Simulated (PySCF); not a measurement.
F₃Y, charge +1, doublet, at a GFN2-xTB geometry (such geometries of metal compounds can be far from the true shape) (the multiplicity is a formal guess) (core potentials on Y); M06/def2-SVP run with PySCF.

Here is a job for PySCF.
```python
from pyscf import gto, scf, dft

mol = gto.M(
    atom='''
Y     0.088074   -0.186153   -0.443591
F    -1.566649   -0.606850    0.722451
F    -0.122331    1.824692   -0.011179
F     1.307327   -0.411179    1.210957
''',
    basis='def2-svp',
    ecp={'Y': 'def2-svp'},
    charge=1,
    spin=1,
    verbose=4,
)

mf = dft.UKS(mol)
mf.xc = 'm06'
mf.kernel()
```

What the program printed (banner, timings and long lists left out):

```
PySCF version 2.14.0

[INPUT] verbose = 4
[INPUT] num. atoms = 4
[INPUT] num. electrons = 37
[INPUT] charge = 1
[INPUT] spin (= nelec alpha-beta = 2S) = 1
[INPUT] symmetry False subgroup None
[INPUT] Mole.unit = angstrom
[INPUT] Symbol           X                Y                Z      unit          X                Y                Z       unit  Magmom
[INPUT]  1 Y      0.088074000000  -0.186153000000  -0.443591000000 AA    0.166435738695  -0.351778187266  -0.838265501322 Bohr   0.0
[INPUT]  2 F     -1.566649000000  -0.606850000000   0.722451000000 AA   -2.960537543324  -1.146780298692   1.365234528418 Bohr   0.0
[INPUT]  3 F     -0.122331000000   1.824692000000  -0.011179000000 AA   -0.231172086544   3.448168141685  -0.021125248347 Bohr   0.0
[INPUT]  4 F      1.307327000000  -0.411179000000   1.210957000000 AA    2.470489985249  -0.777015698173   2.288377078625 Bohr   0.0

nuclear repulsion = 120.026758250278
number of shells = 29
number of NR pGTOs = 129
number of NR cGTOs = 73
basis = def2-svp
ecp = {'Y': 'def2-svp'}

******** <class 'pyscf.dft.uks.UKS'> ********
method = UKS
initial guess = minao
damping factor = 0
level_shift factor = 0
DIIS = <class 'pyscf.scf.diis.CDIIS'>
diis_start_cycle = 1
diis_space = 8
diis_damp = 0
SCF conv_tol = 1e-09
SCF conv_tol_grad = None
SCF max_cycles = 50
direct_scf = True
direct_scf_tol = 1e-13
number electrons alpha = 19  beta = 18
XC library pyscf.dft.libxc version 7.1.2
    S. Lehtola, C. Steigemann, M. J. T. Oliveira, and M. A. L. Marques,  SoftwareX 7, 1–5 (2018)
XC functionals = m06
    Y. Zhao and D. G. Truhlar,  Theor. Chem. Acc. 120, 215 (2008)
    Y. Zhao and D. G. Truhlar,  Theor. Chem. Acc. 120, 215 (2008)
radial grids:
    Treutler-Ahlrichs [JCP 102, 346 (1995); DOI:10.1063/1.469408] (M4) radial grids

becke partition: Becke, JCP 88, 2547 (1988); DOI:10.1063/1.454033
pruning grids: <function nwchem_prune>
grids dens level: 3
symmetrized grids: False
atomic radii adjust function: <function treutler_atomic_radii_adjust>
small_rho_cutoff = 0
Set gradient conv threshold to 3.16228e-05
tot grids = 64664
init E= -331.982933152937

cycle= 1 E= -337.197080237678  delta_E= -5.21  |g|= 0.403  |ddm|= 3.07
cycle= 2 E= -337.244470631499  delta_E= -0.0474  |g|= 0.26  |ddm|= 0.81
cycle= 3 E= -337.263500428343  delta_E= -0.019  |g|= 0.105  |ddm|= 0.237
cycle= 4 E= -337.266659098465  delta_E= -0.00316  |g|= 0.0551  |ddm|= 0.112
cycle= 5 E= -337.267030906089  delta_E= -0.000372  |g|= 0.0465  |ddm|= 0.0752
cycle= 6 E= -337.267921640191  delta_E= -0.000891  |g|= 0.00279  |ddm|= 0.0373
cycle= 7 E= -337.267928219187  delta_E= -6.58e-06  |g|= 0.000984  |ddm|= 0.00464
cycle= 8 E= -337.267926048564  delta_E= 2.17e-06  |g|= 0.00272  |ddm|= 0.00298
cycle= 9 E= -337.267929045738  delta_E= -3e-06  |g|= 0.00018  |ddm|= 0.00214
cycle= 10 E= -337.267929067544  delta_E= -2.18e-08  |g|= 0.000123  |ddm|= 0.000276
cycle= 11 E= -337.267929080245  delta_E= -1.27e-08  |g|= 9.28e-05  |ddm|= 0.000213
cycle= 12 E= -337.267929097221  delta_E= -1.7e-08  |g|= 6.14e-05  |ddm|= 0.000349
cycle= 13 E= -337.267929124264  delta_E= -2.7e-08  |g|= 2.31e-05  |ddm|= 0.000741
cycle= 14 E= -337.267929132266  delta_E= -8e-09  |g|= 2.87e-05  |ddm|= 0.000296
cycle= 15 E= -337.267929151296  delta_E= -1.9e-08  |g|= 1.8e-05  |ddm|= 0.00115
cycle= 16 E= -337.267929153288  delta_E= -1.99e-09  |g|= 4.18e-06  |ddm|= 0.000355
cycle= 17 E= -337.267929153478  delta_E= -1.89e-10  |g|= 3.44e-06  |ddm|= 0.000139
Extra cycle  E= -337.267929153402  delta_E= 7.58e-11  |g|= 1.42e-05  |ddm|= 1.33e-05
converged SCF energy = -337.267929153402  <S^2> = 0.76609608  2S+1 = 2.0160318
```
